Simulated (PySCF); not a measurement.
## ICl4: from structure and modes to constants

These are results of PySCF, UPBE0, basis I def2-TZVP with ECP28, Cl def2-TZVP (scalar-relativistic core potentials, no spin–orbit coupling, density fitting), not measurements.

The doublet minimum has C4v symmetry. Masses (u): I 126.90447, Cl 34.96885.

```xyz
5
charge 0 multiplicity 2, angstrom
I     0.0000    0.0000    0.1788
Cl    2.3888    0.0000   -0.1617
Cl    0.0000    2.3888   -0.1617
Cl   -2.3888    0.0000   -0.1617
Cl    0.0000   -2.3888   -0.1617
```

Harmonic wavenumbers (cm⁻¹): 53.2 (b1, ×1), 130.1 (e, ×2), 142.4 (a1, ×1), 153.3 (b2, ×1), 288.7 (b1, ×1), 317.5 (e, ×2), 320.0 (a1, ×1).

Task: Find the principal moments of inertia and the rotational constants. What kind of rotor is it?

Result: About the centre of mass I = 406.82, 406.82, 798.2 u Å². With B = 16.8576/I this gives 0.04144, 0.04144, 0.02112 cm⁻¹. The molecule is an oblate symmetric top.

Task: Find the vibrational entropy and heat capacity at 298.15 K.

Result: With u = 1.43878 ω/T, each mode gives S = R[u/(eᵘ−1) − ln(1−e⁻ᵘ)] and C = R u² eᵘ/(eᵘ−1)².
```
  ω (cm⁻¹)      u  S (J/(mol K))  C (J/(mol K))
      53.2  0.257          19.64           8.27
130.1 (×2)  0.628          12.32           8.05
     142.4  0.687          11.59           7.99
     153.3  0.740          11.01           7.95
     288.7  1.393           6.20           7.09
317.5 (×2)  1.532           5.54           6.86
     320.0  1.544           5.48           6.84
```
The sums over all modes are S = 89.6 and C = 68.0 J/(mol K); the softest mode gives 22 % of the entropy (each member, where degenerate).

Other isomers or separated fragments may lie lower. Spin–orbit coupling, left out here, can matter for elements this heavy.
